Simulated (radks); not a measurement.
Values are calculated unless marked as measured or tabulated.
All-electron atom: La56+ in 1s1 (the NIST ground configuration).

Code: a radial shooting solver on a logarithmic mesh with Libxc functionals. Model: Dirac Kohn-Sham, PBE, spin-unpolarised, spherical densities, finite nucleus; Fermi nuclear charge, rms radius 4.855 fm.

Energy parts (hartree):
| part | energy |
|---|---|
| total | -1698.0100 |
| kinetic | 1866.6991 |
| electron-nucleus | -3568.1229 |
| Hartree | 19.0598 |
| exchange-correlation | -15.6460 |

Orbitals (lengths in bohr, moments of r in powers of bohr; <r^-3> diverges for s and p1/2):
orbital  occ.  eigenvalue (hartree)  <1/r>  <r^-3>  small-component weight
1s1/2       1             -1683.024  62.60       -                4.52e-02

The highest occupied level is 1s1/2 at -45797 eV. For comparison, the ionisation energy in NIST's Atomic Spectra Database is 46245.8 eV (theoretical). In exact Kohn-Sham theory the highest level is minus the ionisation energy, but local and semilocal functionals leave it too shallow, through self-interaction and a potential that decays too fast; potentials with the right tail come closer. The density falls to 0.001 e/bohr^3 at r = 0.15 bohr.

Beside tabulated values, note that spin-unpolarised runs miss the spin-polarisation part of the exchange energy of open shells.
